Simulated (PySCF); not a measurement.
# Which determinant of TlN lies lowest?

Unrestricted PBE0; Tl x2c-TZVPPall, N x2c-TZVPPall; spin-free X2C with a Gaussian nucleus (PySCF 2.14). Outer shells of the fragments: Tl 5d10 6s2 6p1; N 2s2 2p3.

Followed along the bond (rough minima from three points):

```
2Ms+1    unpaired  ⟨S²⟩ at the start  R at minimum (Å)  Te (eV)
    3        π ↑↑               2.01              2.30     0.00
    3    σ ↑, π ↑               2.03              2.15     0.25
    1        π ↑↓               1.00              2.29     0.53
    1    σ ↓, π ↑               1.01              2.13     0.70
    5  σ ↑, π ↑↑↑               6.01  none in the scan   ≤ 1.92
```

Solutions found at the starting distance of 2.085 Å, counted from the lowest of them; the search is not exhaustive and high or unbound solutions are not listed, so other states can lie among these:

```
2Ms+1  unpaired   term  E (eV)  ⟨S²⟩  ⟨Lz²⟩  μ (D)
    3      π ↑↑  mixed    0.00  2.01   0.66  -2.09
    3  σ ↑, π ↑  mixed    0.03  2.03   1.68  -3.43
    1  σ ↓, π ↑  mixed    0.47  1.01   1.69  -3.60
    1      π ↑↓  mixed    0.52  1.00   2.67  -2.09
    1      none  mixed    1.80  0.00   0.66  -5.03
    1      none  mixed    2.06  0.00   2.67  -1.99
```

A term symbol is given only where ⟨S²⟩ and ⟨Lz²⟩ are close to those of a pure state; real π, δ and φ orbitals otherwise mix terms. A positive dipole means Tl(−)N(+).

Compare the gap between the two lowest followed solutions at the starting distance with the gap between their minima.

At PBE0 the second solution (triplet, unpaired electrons σ ↑, π ↑) lies +0.03 eV from the first (triplet, unpaired electrons π ↑↑) at 2.085 Å and +0.25 eV at the minima; the two curves relax by different amounts, since their minima lie near 2.15 and 2.30 Å.

These are scalar-relativistic numbers at best; spin–orbit coupling would shift them, the dissociation energy most.
